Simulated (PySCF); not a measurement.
Input file for PySCF: R-B3LYP/6-31G* on CH4O (SMILES CO) with ghost functions.

```python
from pyscf import gto, scf, dft, mp
from pyscf.data.elements import chemcore

mol = gto.M(
    atom='''
    C    -0.09390694   -0.33418614    4.40866402
    O    -0.19421357    0.71228865    3.43694776
    H     0.26024944    0.05404382    5.36591597
    H     0.63465020   -1.04526383    4.02527475
    H    -1.04934873   -0.84535936    4.54839251
    H    -0.84373899    1.36170602    3.72500105
    ghost-C   -0.11277620   -0.62852428   -0.25597982
    ghost-N   -0.13684190   -0.18249042    0.81773471
    ghost-H   -0.16687266    0.19862720    1.76612103
    ''',
    basis='6-31g*',
    cart=True,
    charge=0, spin=0, verbose=3, max_memory=1800)
mf = dft.RKS(mol, xc='b3lyp')
mf.conv_tol = 1e-8
mf.max_cycle = 100
mf.kernel()
if not mf.converged:
    mf = mf.newton().run(mf.mo_coeff, mf.mo_occ)
```

Question: Predict the final total energy.

Answer: -115.7160 hartree.
